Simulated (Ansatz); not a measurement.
Saddle point of ZnH$_{4}$OF$_{2}$, singlet (ZnH₂O ([OH][ZnH]) + HF + HF → ZnHOF ([OH][Zn][F]) + HF + H₂; bonds formed: Zn1–F5, H2–H6, H4–F7; bonds broken: Zn1–H2, H4–F5, H6–F7), PBE0-D4/def2-TZVP structure:

```
8
angstrom
Zn 0.0404 -0.5744 0.4413
H 1.1472 -0.3936 -0.8388
O -0.1556 -1.8242 1.7001
H -0.4039 1.4510 -0.8137
F -0.9830 1.0782 0.0837
H 0.8560 0.4229 -1.2267
F 0.3832 1.4974 -1.6472
H -0.8843 -1.6574 2.3015
```

Energies are electronic, without zero-point energy. Barriers and step energies count from the start structure reached by relaxing down the imaginary mode; all methods use the PBE0-D4 structures, on which another method's saddle can fall below an end. Computed with Ansatz 0.2.0 (basis: def2-TZVPP, with def2-QZVPP for the basis limit); correlated methods freeze the cores. The 3s and 3p shells of Cu and Zn are frozen; filled d shells are correlated. B3LYP uses VWN-RPA correlation. Extrapolation: Hartree–Fock as exp(−7.88 √X), correlation as X^−2.97.

```tsv
method	barrier (eV)	step energy (eV)
SPW92	0.106	0.084
PBE-D4	0.337	-0.126
BLYP-D4	0.399	-0.226
r2SCAN-D4	0.331	-0.204
B97M-V	0.574	-0.144
PBE0-D4	0.435	-0.146
B3LYP-D4	0.464	-0.224
r2SCAN0-D4	0.420	-0.202
BHLYP-D4	0.562	-0.264
CAM-B3LYP-D4	0.444	-0.211
wB97X-V	0.478	-0.249
wB97M-V	0.525	-0.191
B2PLYP	?	-0.265
PBE-QIDH	0.481	-0.218
RPA on PBE	?	-0.266
HF	?	-0.416
MP2	0.499	-0.275
CCSD	0.582	-0.271
CCSD(T)	0.520	-0.252
```

Task: Fill in the withheld barriers. (An estimate is asked for; the value comes from the calculation.)

Result: Computed: RPA on PBE 0.498; HF 0.839; B2PLYP 0.483 eV. Each is the energy of the saddle less that of the start structure, by the same method.

For comparison, the barrier by CCSD(T) at an estimated basis limit (MP2 extrapolated from triple and quadruple zeta, plus CCSD(T) − MP2 in triple zeta) is 0.483 eV.

No T1 diagnostic of these runs exceeds 0.016.

Labels in which every atom is bracketed show which atoms are joined, not bond orders.

For scale, one of the runs: CCSD(T)/def2-TZVPP, 213 basis functions, launched by `ansatz run in.yaml --threads 8 --pin off --events-out ev --progress --plain --max-ram 19148MiB`. The run took 54 s on 8 CPU threads of an Arm Neoverse V1 (shared host), with 3.3 GiB of host memory at its peak.
